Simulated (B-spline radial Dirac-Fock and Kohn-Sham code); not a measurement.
## X-ray form factors of praseodymium in several charge states

Method: relativistic Hartree-Fock (Dirac-Fock) wave functions, averaged over the configuration. Computed with a radial atomic solver.

Configurations: Pr³³⁺ [Ar] 3d8; Pr³⁵⁺ [Ar] 3d6; Pr³⁶⁺ [Ar] 3d5; Pr³⁸⁺ [Ar] 3d3; Pr³⁹⁺ [Ar] 3d2; Pr⁴⁰⁺ [Ar] 3d1. The first column is f₀ of Pr³³⁺, the others are differences from it.

```tsv
s (Å⁻¹)	Pr³³⁺	Δ Pr³⁵⁺	Δ Pr³⁶⁺	Δ Pr³⁸⁺	Δ Pr³⁹⁺	Δ Pr⁴⁰⁺
0	26.000	-2.000	-3.000	-5.000	-6.000	-7.000
0.1	25.910	-1.988	-2.982	-4.972	-5.967	-6.962
0.2	25.643	-1.952	-2.930	-4.888	-5.868	-6.849
0.3	25.206	-1.895	-2.845	-4.751	-5.707	-6.664
0.4	24.611	-1.817	-2.730	-4.567	-5.489	-6.415
0.5	23.875	-1.721	-2.589	-4.340	-5.222	-6.108
0.7	22.060	-1.490	-2.249	-3.789	-4.571	-5.361
0.9	19.937	-1.230	-1.863	-3.164	-3.830	-4.506
1.1	17.691	-0.968	-1.473	-2.525	-3.070	-3.628
1.4	14.434	-0.615	-0.945	-1.650	-2.025	-2.413
```
